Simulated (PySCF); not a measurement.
Simulation results for CH4AlNSi, CH5FSi2, B2Cl2H2, AlBCl2H and others

Computed with PySCF 2.14.0. Calculation on a computer-drawn molecule: the log of a Hartree-Fock and frozen-core CCSD(T) single point meant for a local Hartree-Fock minimum, with one planted fault or none, to be diagnosed. Offsets are logged minus clean, where the clean run is the same molecule without the fault. The reference is restricted for singlets and unrestricted otherwise, and also for a bond in bohr or an excited solution. Adding or removing an electron swaps singlet and doublet. The excited solution moves the top pair (singlet) or top alpha electron (doublet) to the lowest empty orbital. Highest occupied and lowest empty are orbital energies over both spins, largest force is the largest gradient component, triples share is (T) over the correlation energy, the T1 limit is 0.02 restricted and 0.045 unrestricted, electrons count all cores, a negative frequency is imaginary (commonest isotopes), and the dipole is about the centre of nuclear charge.

Common to all runs: meant basis cc-pV(D+d)Z; logged SCF converged yes; logged CC converged yes; logged SCF stable within its kind yes; possible faults no fault, one electron removed, one electron added, multiplicity raised by two, geometry at a saddle point, SCF held on an excited solution, minimal basis STO-3G, one bond length entered in bohr, all coordinates scaled.

(1) CH4AlNSi

Logged structure:
```xyz
8
CH4AlNSi
C     -1.2791     1.3602    -2.7595
Si    -1.8091     1.4327    -0.9096
N     -0.6503     0.4464    -0.1767
Al     0.3715    -0.4652     0.7100
H     -0.2489     1.7240    -2.8670
H     -1.9268     1.9539    -3.4124
H     -1.2905     0.3201    -3.1103
H      1.3250    -1.3240     1.5830
```

```
meant charge                         : 0
meant multiplicity                   : 1
logged electrons                     : 44
logged basis functions               : 94
logged spin squared                  : 0
logged highest occupied              : -6.8488 eV
logged lowest empty                  : 1.2169 eV
logged largest force                 : 2.293e-05 hartree/bohr
logged lowest frequency              : 71.73 cm⁻¹
logged T1 diagnostic                 : 0.023071
logged D1 diagnostic                 : 0.075166
logged triples share                 : 0.037668
logged dipole magnitude              : 5.7778 debye
logged energy HF                     : -625.45055 hartree
logged energy CCSD(T)                : -625.96459 hartree
planted fault                        : no fault
HF energy offset from clean run      : 0 kcal/mol
CCSD(T) energy offset from clean run : 0 kcal/mol
```

Drawn bonds:
```
atom  other atom  order
   1           2      1
   2           3      1
   3           4      2
   1           5      1
   1           6      1
   1           7      1
   4           8      1
```

Notes: T1 above single-reference limit.

(2) CH5FSi2

Logged structure:
```xyz
9
CH5FSi2
C     -0.4283    -0.7556     0.4090
Si     1.0888     0.3195    -0.0550
Si     0.8600    -0.0328    -2.4279
F      1.9195     0.8621    -3.2775
H     -0.5372    -1.6865    -0.1567
H     -1.3185    -0.1466     0.1884
H     -0.4523    -0.9866     1.4761
H     -0.4909     0.3237    -2.9254
H      1.1232    -1.4511    -2.7761
```

```
meant charge                         : 0
meant multiplicity                   : 1
logged electrons                     : 48
logged basis functions               : 99
logged spin squared                  : 0
logged highest occupied              : -8.472 eV
logged lowest empty                  : 0.22114 eV
logged largest force                 : 1.393e-05 hartree/bohr
logged lowest frequency              : 52.411 cm⁻¹
logged T1 diagnostic                 : 0.013193
logged D1 diagnostic                 : 0.034397
logged triples share                 : 0.023937
logged dipole magnitude              : 2.7814 debye
logged energy HF                     : -718.09171 hartree
logged energy CCSD(T)                : -718.66909 hartree
planted fault                        : no fault
HF energy offset from clean run      : 0 kcal/mol
CCSD(T) energy offset from clean run : 0 kcal/mol
```

Drawn bonds:
```
atom  other atom  order
   1           2      1
   2           3      1
   3           4      1
   1           5      1
   1           6      1
   1           7      1
   3           8      1
   3           9      1
```

(3) CH5FSi2

Structure as in entry 2.

```
meant charge                         : 0
meant multiplicity                   : 1
logged electrons                     : 49
logged basis functions               : 99
logged spin squared                  : 0.7693
logged highest occupied              : -1.4306 eV
logged lowest empty                  : 7.4464 eV
logged largest force                 : 0.043222 hartree/bohr
logged T1 diagnostic                 : 0.013771
logged D1 diagnostic                 : 0.048678
logged triples share                 : 0.024171
logged dipole magnitude              : 3.69 debye
logged energy HF                     : -718.11306 hartree
logged energy CCSD(T)                : -718.69867 hartree
planted fault                        : one electron added
HF energy offset from clean run      : -13.39 kcal/mol
CCSD(T) energy offset from clean run : -18.56 kcal/mol
```

Drawn bonds:
```
atom  other atom  order
   1           2      1
   2           3      1
   3           4      1
   1           5      1
   1           6      1
   1           7      1
   3           8      1
   3           9      1
```

(4) B2Cl2H2

Logged structure:
```xyz
6
B2Cl2H2
Cl    -0.7040     0.6268    -0.4692
B      0.8087     1.4701    -0.8185
B      1.2497     1.7388    -2.4402
Cl     2.2987     0.5696    -3.2490
H      1.4535     1.8202     0.1243
H      0.9029     2.6807    -3.0881
```

```
meant charge                         : 0
meant multiplicity                   : 1
logged electrons                     : 46
logged basis functions               : 30
logged spin squared                  : 0
logged highest occupied              : -9.877 eV
logged lowest empty                  : 4.9371 eV
logged largest force                 : 0.017214 hartree/bohr
logged T1 diagnostic                 : 0.015051
logged D1 diagnostic                 : 0.04922
logged triples share                 : 0.029197
logged dipole magnitude              : 1.9184 debye
logged energy HF                     : -959.12234 hartree
logged energy CCSD(T)                : -959.23206 hartree
planted fault                        : minimal basis STO-3G
HF energy offset from clean run      : 6575 kcal/mol
CCSD(T) energy offset from clean run : 6817 kcal/mol
```

Drawn bonds:
```
atom  other atom  order
   1           2      1
   2           3      1
   3           4      1
   2           5      1
   3           6      1
```

(5) B2Cl2H2

Logged structure:
```xyz
6
B2Cl2H2
Cl    -0.7378     0.6569    -0.4917
B      0.8475     1.5407    -0.8578
B      1.3097     1.8223    -2.5573
Cl     2.4091     0.5969    -3.4049
H      1.5232     1.9075     0.1302
H      0.9462     2.8093    -3.2363
```

```
meant charge                         : 0
meant multiplicity                   : 1
logged electrons                     : 46
logged basis functions               : 84
logged spin squared                  : 0
logged highest occupied              : -11.291 eV
logged lowest empty                  : 1.3371 eV
logged largest force                 : 0.029351 hartree/bohr
logged T1 diagnostic                 : 0.015586
logged D1 diagnostic                 : 0.047673
logged triples share                 : 0.028175
logged dipole magnitude              : 1.6124 debye
logged energy HF                     : -969.58979 hartree
logged energy CCSD(T)                : -970.0852 hartree
planted fault                        : all coordinates scaled, by +4.8 %
HF energy offset from clean run      : 7.037 kcal/mol
CCSD(T) energy offset from clean run : 6.183 kcal/mol
```

Drawn bonds:
```
atom  other atom  order
   1           2      1
   2           3      1
   3           4      1
   2           5      1
   3           6      1
```

(6) AlBCl2H

Logged structure:
```xyz
5
AlBCl2H
Cl    -2.9291    -1.6318    -1.8509
B     -1.8134    -1.2613    -0.7298
Al    -0.2894    -0.6854     0.8062
Cl    -0.2969     1.3682     0.9209
H      0.4672    -1.8488     1.4827
```

```
meant charge                         : 1
meant multiplicity                   : 1
logged electrons                     : 52
logged basis functions               : 33
logged spin squared                  : 0
logged highest occupied              : -15.117 eV
logged lowest empty                  : -2.4413 eV
logged largest force                 : 0.045844 hartree/bohr
logged T1 diagnostic                 : 0.018084
logged D1 diagnostic                 : 0.052197
logged triples share                 : 0.052018
logged dipole magnitude              : 5.5006 debye
logged energy HF                     : -1172.99058 hartree
logged energy CCSD(T)                : -1173.09736 hartree
planted fault                        : minimal basis STO-3G
HF energy offset from clean run      : 8165 kcal/mol
CCSD(T) energy offset from clean run : 8378 kcal/mol
```

Drawn bonds:
```
atom  other atom  order
   1           2      1
   2           3      1
   3           4      1
   3           5      1
```

(7) AlBCl2H

Logged structure:
```xyz
5
AlBCl2H
Cl    -2.7776    -2.1716    -0.8926
B     -2.3363    -0.6339    -1.2408
Al    -0.2782    -0.2275    -1.2919
Cl     1.6279     0.1246    -1.3349
H     -3.0600     0.2144    -1.4535
```

```
meant charge                         : 1
meant multiplicity                   : 1
logged electrons                     : 52
logged basis functions               : 88
logged spin squared                  : 0
logged highest occupied              : -16.119 eV
logged lowest empty                  : -5.1081 eV
logged largest force                 : 0.050066 hartree/bohr
logged T1 diagnostic                 : 0.015866
logged D1 diagnostic                 : 0.051509
logged triples share                 : 0.029077
logged dipole magnitude              : 1.9079 debye
logged energy HF                     : -1186.0073 hartree
logged energy CCSD(T)                : -1186.45411 hartree
planted fault                        : all coordinates scaled, by -4.2 %
HF energy offset from clean run      : 6.191 kcal/mol
CCSD(T) energy offset from clean run : 7.108 kcal/mol
```

Drawn bonds:
```
atom  other atom  order
   1           2      1
   2           3      1
   3           4      1
   2           5      1
```

(8) CH2BFSi

Logged structure:
```xyz
6
CH2BFSi
F     -0.9243    -2.2099     1.7199
B     -0.2644    -1.5277     0.8700
C      0.3721    -0.7554    -0.0999
Si    -0.8792     0.0316    -1.2040
H      1.4471    -0.6481    -0.1739
H      0.0924     0.7678    -2.1054
```

```
meant charge                         : 0
meant multiplicity                   : 1
logged electrons                     : 36
logged basis functions               : 75
logged spin squared                  : 0
logged highest occupied              : -8.4808 eV
logged lowest empty                  : 1.4081 eV
logged largest force                 : 4.353e-05 hartree/bohr
logged lowest frequency              : 101.8 cm⁻¹
logged T1 diagnostic                 : 0.016626
logged D1 diagnostic                 : 0.048133
logged triples share                 : 0.031813
logged dipole magnitude              : 2.3056 debye
logged energy HF                     : -452.05513 hartree
logged energy CCSD(T)                : -452.57748 hartree
planted fault                        : no fault
HF energy offset from clean run      : 0 kcal/mol
CCSD(T) energy offset from clean run : 0 kcal/mol
```

Drawn bonds:
```
atom  other atom  order
   1           2      1
   2           3      2
   3           4      1
   3           5      1
   4           6      1
```

(9) BFH2NSi

Logged structure:
```xyz
6
BFH2NSi
F     -1.2170    -1.4402    -2.3570
B     -0.6652    -1.3247    -1.2000
N     -0.1406    -1.2103    -0.0797
Si     0.7146    -1.1014     1.3885
H      0.1446    -2.0279     2.3960
H      0.6808     0.2855     1.9118
```

```
meant charge                         : 0
meant multiplicity                   : 2
logged electrons                     : 36
logged basis functions               : 75
logged spin squared                  : 0
logged highest occupied              : -17.689 eV
logged lowest empty                  : -6.6888 eV
logged largest force                 : 0.099737 hartree/bohr
logged T1 diagnostic                 : 0.019334
logged D1 diagnostic                 : 0.061815
logged triples share                 : 0.029893
logged dipole magnitude              : 5.6184 debye
logged energy HF                     : -468.44974 hartree
logged energy CCSD(T)                : -468.98365 hartree
planted fault                        : one electron removed
HF energy offset from clean run      : 175.1 kcal/mol
CCSD(T) energy offset from clean run : 177.5 kcal/mol
```

Drawn bonds:
```
atom  other atom  order
   1           2      1
   2           3      2
   3           4      1
   4           5      1
   4           6      1
```

(10) BFH2NSi

Structure as in entry 9.

```
meant charge                         : 0
meant multiplicity                   : 2
logged electrons                     : 38
logged basis functions               : 75
logged spin squared                  : 0
logged highest occupied              : 0.068155 eV
logged lowest empty                  : 8.8161 eV
logged largest force                 : 0.084515 hartree/bohr
logged T1 diagnostic                 : 0.015625
logged D1 diagnostic                 : 0.046742
logged triples share                 : 0.028926
logged dipole magnitude              : 7.775 debye
logged energy HF                     : -468.69172 hartree
logged energy CCSD(T)                : -469.26468 hartree
planted fault                        : one electron added
HF energy offset from clean run      : 23.27 kcal/mol
CCSD(T) energy offset from clean run : 1.192 kcal/mol
```

Drawn bonds:
```
atom  other atom  order
   1           2      1
   2           3      2
   3           4      1
   4           5      1
   4           6      1
```

Notes: highest electron not bound in this basis.
